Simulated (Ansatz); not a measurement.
Species: AlNH4, charge 0, singlet. AlNH4 (SMILES [AlH2][NH2]).
B3LYP-D3(BJ)/def2-TZVP minimum from Ansatz (a program for electronic structure):
```
Al
N 1 1.7703
H 2 1.0083 1 124.92
H 2 1.0083 3 110.17 1 180.00
H 1 1.5771 2 117.86 3 180.00
H 1 1.5771 5 124.27 2 180.00
```

Property: atomisation energy (electronic, to ground-state atoms), in kcal/mol. UHF or UKS for unpaired electrons; spin-orbit terms are left out. CBS(X,Y): correlation extrapolated as X^-3, Hartree-Fock from the larger set (Q,5: extrapolated as (X+1)exp(-9√X)). A bracket is a step between two methods taken in the basis named. Functionals run without relativity, which enters their misses. Double hybrids freeze cores in their MP2 part. 'core' is core correlation in cc-pwCVTZ (1s frozen past Ne), 'X2C' scalar relativity in cc-pVTZ-DK, both at CCSD(T). Where a partner has so few electrons that a lower coupled-cluster level is exact, that level stands in.

CCSD(T)/CBS(cc-pV(Q+d)Z,cc-pV(5+d)Z) + [CCSDT(Q) - CCSD(T)]/cc-pV(T+d)Z + [CCSDTQ - CCSDT(Q)]/cc-pV(D+d)Z + core + X2C (Ansatz) gives 421.6 kcal/mol.

Q: How far off this value is PBE/def2-TZVPD (Ansatz), in which direction, and which of these levels come nearer: r2SCAN/def2-TZVPD, PBE0/def2-TZVPD, wB97M-V/def2-TZVPD, B2PLYP/def2-TZVPD, CCSD(T)/CBS(cc-pV(Q+d)Z,cc-pV(5+d)Z) + core + X2C?

A: PBE gives 418.4 kcal/mol, 3.2 kcal/mol below it. Differences of the others: r2SCAN/def2-TZVPD (Ansatz) -3.7; PBE0/def2-TZVPD (Ansatz) -9.1; wB97M-V/def2-TZVPD (Ansatz) 1.3; B2PLYP/def2-TZVPD (Ansatz) -5.7; CCSD(T)/CBS(cc-pV(Q+d)Z,cc-pV(5+d)Z) + core + X2C (Ansatz) -0.1 kcal/mol. Nearer than PBE: wB97M-V/def2-TZVPD, CCSD(T)/CBS(cc-pV(Q+d)Z,cc-pV(5+d)Z) + core + X2C.
